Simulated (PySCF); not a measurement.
Si(H)2(OMe)(SeH) (CH6OSeSi), SMILES CO[SiH2][SeH].

Geometry: B3LYP-D3(BJ)/def2-SVP. This is a generated structure with no PubChem entry under its InChIKey; it may be hypothetical. One conformer was computed; it need not be the lowest.

Calculation: TDDFT-LC-ωPBE/def2-SVPD (PySCF).

Vertical excitations. 

| state | energy (eV) | λ (nm) | f | main pairs |
|---|---|---|---|---|
| S1 | 5.61 | 221 | 0.002 | HOMO→LUMO+1 47 %, HOMO→LUMO 27 %, HOMO→LUMO+6 8 % |
| S2 | 6.39 | 194 | 0.048 | HOMO→LUMO 59 %, HOMO→LUMO+1 22 % |
| S3 | 7.21 | 172 | 0.012 | HOMO→LUMO+5 30 %, HOMO−1→LUMO+1 15 %, HOMO→LUMO+3 15 %, HOMO→LUMO+2 13 % |
| S4 | 7.46 | 166 | 0.003 | HOMO−1→LUMO 48 %, HOMO−1→LUMO+1 11 % |
| S5 | 7.72 | 161 | 0.049 | HOMO→LUMO+6 23 %, HOMO→LUMO+8 18 %, HOMO→LUMO+2 13 %, HOMO→LUMO+5 9 % |
| S6 | 7.84 | 158 | 0.018 | HOMO−1→LUMO+3 30 %, HOMO−1→LUMO+5 21 %, HOMO−1→LUMO+2 13 % |
| S7 | 8.08 | 153 | 0.204 | HOMO→LUMO+2 25 %, HOMO−1→LUMO+1 17 %, HOMO→LUMO+5 14 %, HOMO−1→LUMO 8 % |
| S8 | 8.13 | 153 | 0.092 | HOMO→LUMO+2 33 %, HOMO→LUMO+4 15 %, HOMO−1→LUMO+1 11 % |
| S9 | 8.22 | 151 | 0.136 | HOMO→LUMO+4 45 %, HOMO→LUMO+3 11 %, HOMO→LUMO+8 10 % |
| S10 | 8.37 | 148 | 0.008 | HOMO→LUMO+3 25 %, HOMO→LUMO+6 17 %, HOMO→LUMO+5 9 %, HOMO−2→LUMO 6 % |
| T1 | 5.11 | 242 | 0 | HOMO→LUMO+1 40 %, HOMO→LUMO 30 %, HOMO→LUMO+6 9 % |
| T2 | 5.90 | 210 | 0 | HOMO→LUMO 45 %, HOMO→LUMO+1 24 % |
| T3 | 6.51 | 190 | 0 | HOMO−1→LUMO+1 35 %, HOMO→LUMO+5 10 %, HOMO−1→LUMO+6 8 %, HOMO−3→LUMO+1 8 % |
| T4 | 6.79 | 183 | 0 | HOMO→LUMO+5 34 %, HOMO→LUMO+3 20 %, HOMO→LUMO+2 10 %, HOMO−1→LUMO+1 9 % |
Triplets are in the Tamm–Dancoff approximation, which puts them higher than full response would, so one can lie above its singlet here.
